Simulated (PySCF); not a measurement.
Species: Si₄H₁₀.
Bonds: Si1–Si2, Si2–Si3, Si2–Si4. Hydrogens: H5, H6, H7 on Si1; H8 on Si2; H9, H10, H11 on Si3; H12, H13, H14 on Si4.

Computed with PySCF at B3LYP/def2-SVPD, non-relativistic, on one gas-phase PBE0-D3(BJ)/def2-SVP geometry that isn't relaxed in the solvent. The solvent is an IEF-PCM continuum (cavity from Bondi-type radii × 1.2), and excitations are vertical TDDFT with non-equilibrium linear response and a frozen core. Only the electrostatic response of the medium enters.

Gas-phase singlets (H = HOMO, L = LUMO):

```csv
state,E (eV),λ (nm),f,leading configurations
S1,6.454,192,0.000,"H→L+1 36%, H-1→L 34%, H→L 15%"
S2,6.504,191,0.007,"H→L+2 34%, H→L 32%, H→L+1 23%"
S3,6.514,190,0.007,"H→L+2 36%, H-1→L+1 25%, H-1→L 23%"
S4,6.521,190,0.009,"H-1→L+2 81%, H-1→L+1 10%"
S5,6.808,182,0.002,"H→L+3 74%, H-1→L 9%, H→L+1 8%"
```

**Question.** Give the list for chloroform (ε = 4.711), n² = 2.09.

**Answer.** 
```csv
state,E (eV),λ (nm),f,leading configurations,change by rank (eV)
S1,6.436,193,0.000,"H→L+1 36%, H-1→L 34%, H→L 15%",-0.018
S2,6.504,191,0.016,"H→L+2 39%, H→L 29%, H→L+1 22%",0.000
S3,6.514,190,0.014,"H→L+2 34%, H-1→L+1 26%, H-1→L 22%",0.000
S4,6.520,190,0.023,"H-1→L+2 83%, H-1→L+1 8%",-0.001
S5,6.806,182,0.015,"H→L+3 66%, H-1→L 13%, H→L+1 11%",-0.002
```

**Question.** What are the lowest 5 singlets in methanol (ε = 32.61)?

**Answer.** 
| state | E (eV) | λ (nm) | f | leading configurations | change by rank (eV) |
| --- | --- | --- | --- | --- | --- |
| S1 | 6.442 | 192 | 0.000 | H→L+1 35%, H-1→L 33%, H→L 16% | -0.012 |
| S2 | 6.508 | 191 | 0.015 | H→L+2 40%, H→L 29%, H→L+1 22% | +0.004 |
| S3 | 6.518 | 190 | 0.012 | H→L+2 32%, H-1→L+1 27%, H-1→L 22% | +0.004 |
| S4 | 6.524 | 190 | 0.020 | H-1→L+2 82% | +0.003 |
| S5 | 6.811 | 182 | 0.009 | H→L+3 70%, H-1→L 11%, H→L+1 10% | +0.003 |

**Question.** How do the frontier levels move from gas to methanol?

**Answer.** 
```tsv
orbital	gas (eV)	solvent (eV)	change (eV)	Löwdin shares, gas	Löwdin shares, solvent
LUMO+2	-0.34	-0.18	+0.16	Si2 22 %, Si1 16 %, Si4 14 %, Si3 13 %	Si2 21 %, Si1 17 %, Si4 14 %, Si3 13 %
LUMO+1	-0.38	-0.21	+0.17	Si4 20 %, Si2 19 %, Si1 15 %, Si3 13 %	Si4 19 %, Si2 19 %, Si1 15 %, Si3 14 %
LUMO	-0.39	-0.22	+0.17	Si3 21 %, Si2 19 %, Si1 15 %, Si4 13 %	Si3 20 %, Si2 19 %, Si1 15 %, Si4 13 %
HOMO	-7.81	-7.64	+0.17	Si2 32 %, Si1 26 %, Si4 14 %, Si3 6 %	Si2 32 %, Si1 26 %, Si4 13 %, Si3 6 %
HOMO-1	-7.82	-7.65	+0.17	Si2 32 %, Si3 24 %, Si4 17 %, H9 5 %	Si2 32 %, Si3 24 %, Si4 17 %, H9 5 %
HOMO-2	-8.86	-8.69	+0.17	Si2 30 %, H8 23 %, Si4 9 %, Si1 9 %	Si2 30 %, H8 23 %, Si4 9 %, Si3 9 %
HOMO-3	-9.53	-9.38	+0.15	Si4 16 %, Si1 16 %, Si3 15 %, H7 9 %	Si4 16 %, Si1 15 %, Si3 15 %, H7 9 %
```

The HOMO–LUMO gap goes from 7.42 to 7.42 eV. Shares within a degenerate set are those of one arbitrary member.

Hardware: one thread, Arm Neoverse V2 (aarch64), no GPU, shared host with 96 logical CPUs at a one-minute load of 44. Cost: 17 s, 0.81 GiB resident at most. This is the whole response run at B3LYP/def2-SVPD in methanol, SCF included.
